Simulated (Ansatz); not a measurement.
Ideal-gas functions of CH₃ClOSi (`CO[Si]Cl`) at 600 K and 1 bar, from an Ansatz frequency run at PBE0-D4/def2-TZVP.

Molar mass 94.57 g/mol, point group Cs (symmetry number 1), electronic degeneracy 1, moments of inertia 63.65, 159.546, 220.018 u Å². Harmonic wavenumbers (cm⁻¹, unscaled): 70, 172, 190, 342, 486, 747, 1155, 1180, 1200, 1470, 1493, 1494, 3051, 3134, 3138.

Use S(trans) = R[1.5 ln M + 2.5 ln T − 1.1517]; rotational temperatures θ = 24.2544 K / I; S(rot) = R[ln(√π/σ · √(T³/θAθBθC)) + 1.5]; for each mode x = 1.438777 ν̃/T, S = R[x/(eˣ − 1) − ln(1 − e⁻ˣ)] and H = RT x/(eˣ − 1); 1 cm⁻¹ = 0.0119627 kJ/mol; R = 8.31446 J/(mol·K).

Task: By hand: the entropy, in J/(mol·K).

Result: Translation 180.1. Rotation: θ = 0.3811, 0.152, 0.1102 K, giving 118.0. Vibration, mode by mode: 23.16, 15.74, 14.92, 10.19, 7.50, 4.50, 2.08, 1.98, 1.91, 1.14, 1.09, 1.09, 0.05, 0.04, 0.04, in all 85.4. Electronic 0.0. Sum 383.5 J/(mol·K).

Task: By hand: H − E and G − E in kJ/mol, counted from the electronic energy.

Result: Zero-point energy ½ × 19322 × 0.0119627 = 115.6; thermal vibration 24.5; translation, rotation and pV give 4 RT = 20.0. H − E = 160.1 kJ/mol, and G − E = 160.1 − 600 × 383.5/1000 = -70.0 kJ/mol.

Vibration gives 22 % of the entropy, 23.2 J/(mol·K) of it from the mode under 150 cm⁻¹: soft modes count most, and the harmonic formula is weakest for them. The sum counts one conformer and one mirror image; others add a mixing term.
